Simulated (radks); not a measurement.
Results of a calculation; reference values are marked as such.
Effect of the nuclear size on neutral nickel, [Ar] 3d8 4s2. Level of theory: Dirac Kohn-Sham, BLYP, spin-unpolarised, spherical densities, finite nucleus; open shells fill j = l - 1/2 first; Fermi nuclear charge, rms radius 3.7757 fm (a radial shooting solver on a logarithmic mesh with Libxc functionals). The rms radius is varied about that value; shifts are against it.

| rms radius (fm) | total energy shift (eV) | density at nucleus (e/bohr^3) | 1s1/2 shift (meV) | 2s1/2 shift (meV) | 2p1/2 shift (meV) | 3s1/2 shift (meV) |
|---|---|---|---|---|---|---|
| 3.3113 | -0.0365 | 1.975e+04 | -15.5 | -1.44 | 0.138 | -0.206 |
| 3.636 | -0.0115 | 1.966e+04 | -4.87 | -0.452 | 0.043 | -0.065 |
| 3.7757 | 0 | 1.962e+04 | 0.000 | 0.000 | 0.000 | 0.000 |
| 4.1155 | 0.0296 | 1.954e+04 | 12.6 | 1.17 | -0.112 | 0.167 |
| 4.6403 | 0.0801 | 1.942e+04 | 34.0 | 3.16 | -0.302 | 0.452 |

Slopes of the eigenvalues against <r^2> in GHz/fm^2, as finite differences over the two radii next to the reference (eigenvalue slopes, not the field-shift constants of lines): 1s1/2 1130, 2s1/2 105, 2p1/2 -10.1, 3s1/2 15.1.
